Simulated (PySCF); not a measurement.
ECD: SMILES C(=C=C=C=CF)(F)[SiH3], C5H4F2Si

Geometry:
| atom | x (Å) | y (Å) | z (Å) |
| --- | --- | --- | --- |
| F1 | 4.406 | 0.715 | -0.107 |
| C2 | 3.540 | -0.084 | 0.550 |
| C3 | 2.292 | -0.215 | 0.188 |
| C4 | 1.083 | -0.339 | -0.176 |
| C5 | -0.121 | -0.505 | -0.544 |
| C6 | -1.393 | -0.558 | -0.844 |
| F7 | -1.850 | -1.492 | -1.719 |
| Si8 | -2.759 | 0.581 | -0.167 |
| H9 | 4.003 | -0.586 | 1.388 |
| H10 | -2.103 | 1.519 | 0.739 |
| H11 | -3.726 | -0.278 | 0.516 |
| H12 | -3.371 | 1.240 | -1.320 |

Level of theory: TDDFT CAM-B3LYP/def2-SVPD circular dichroism and optical rotation, one conformer, gas phase in PySCF 2.14.0. Geometry: GFN2-xTB.

No stereocentre is labelled: unless the shape is locked (an allene, a helicene, a hindered biaryl), the mirror image is equally populated and a measured rotation or CD is zero.

Q: Which excitations and rotatory strengths does the calculation give?

A: Rotatory strengths R in 10⁻⁴⁰ esu² cm², velocity form and length form (origin at the centre of mass); f in length form.
```tsv
state	E (eV)	λ (nm)	f	R (velocity)	R (length)	main
1	3.59	345	0.0006	+0.4	+0.1	HOMO→LUMO 0.92
2	3.81	325	0.0004	+0.4	-0.7	HOMO−1→LUMO+1 0.92
3	4.63	268	0.003	+0.3	+0.3	HOMO−1→LUMO 0.51, HOMO→LUMO+1 0.46
4	5.93	209	2.339	-18.0	-17.8	HOMO→LUMO+1 0.48, HOMO−1→LUMO 0.43
5	6.51	191	0.003	+6.8	+6.4	HOMO−2→LUMO 0.67, HOMO−6→LUMO 0.09
6	6.69	185	0.0006	+3.4	+3.8	HOMO−1→LUMO+2 0.46, HOMO−3→LUMO+1 0.21
7	6.81	182	0.026	-14.1	-13.9	HOMO→LUMO+2 0.69, HOMO→LUMO+4 0.17
8	6.87	180	0.002	+2.3	+2.6	HOMO−1→LUMO+2 0.41, HOMO−3→LUMO+1 0.23
9	7.16	173	0.003	-4.3	-4.0	HOMO−6→LUMO 0.39, HOMO−4→LUMO 0.32
10	7.38	168	0.117	+2.8	+3.1	HOMO−2→LUMO+1 0.68
11	7.53	165	0.048	+18.9	+19.1	HOMO→LUMO+4 0.61, HOMO→LUMO+2 0.14
12	7.59	163	0.011	-8.0	-8.7	HOMO−1→LUMO+3 0.42, HOMO−1→LUMO+4 0.36
```

For state 2 the two forms differ in sign, so the sign of R isn't settled.

Among the states computed, the strongest CD band (largest |R|) is state 11. The largest dissymmetry factor in size, g = 4R/(D+G), with D and G the electric and magnetic dipole strengths, is +0.063 for state 6 (velocity form, f = 0.0006), among bands with |R| over 0.5. The mirror image has the same energies and oscillator strengths and all R with the opposite sign.
